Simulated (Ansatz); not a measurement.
Compare A (`C[SiH](S)S`) with its isomer B (`[SiH3]SCS`).

Computed with Ansatz on PBE0-D4/def2-TZVP structures; ΔE is electronic, products minus reactants. CBS: MP2 limit from def2 TZ/QZ plus the TZ coupled-cluster correction, frozen cores. Functionals use def2-TZVPP. B3LYP here is the variant with VWN-RPA as its local correlation; programs differ in this. Each species was taken in one conformer, which may not be the lowest.

(1) Which isomer does CCSD(T)/CBS put lower? Give the gap. (Best estimate.)

(2) Give E(B) − E(A) in kcal/mol with B3LYP, PBE-D4, CCSD(T)/def2-TZVPP, CCSD/def2-TZVPP, LDA (SPW92), PBE0-D4, ωB97M-V. (An estimate is asked.)

(3) Does the order hold for the free energy at 298.15 K (harmonic terms from PBE0-D4)? (Estimate.)

Largest T1 diagnostic: 0.011.

Results:

(1) Computed: A, by 42.5 kcal/mol.

(2) Computed: B3LYP 42.1, PBE-D4 41.4, CCSD(T)/def2-TZVPP 42.3, CCSD/def2-TZVPP 42.8, LDA (SPW92) 41.3, PBE0-D4 42.7, ωB97M-V 42.8. None reverses the order clearly.

(3) Ansatz gave: Yes: G(B) − G(A) = +42.0 kcal/mol, for one conformer each.

From BLYP to BHLYP (50 % exact exchange), in def2-TZVPP and without D4, E(B) − E(A) moves by +2.1 kcal/mol. At CCSD(T), def2-SVP lies −3.0 kcal/mol from the extrapolated value and def2-TZVPP −0.1 kcal/mol.
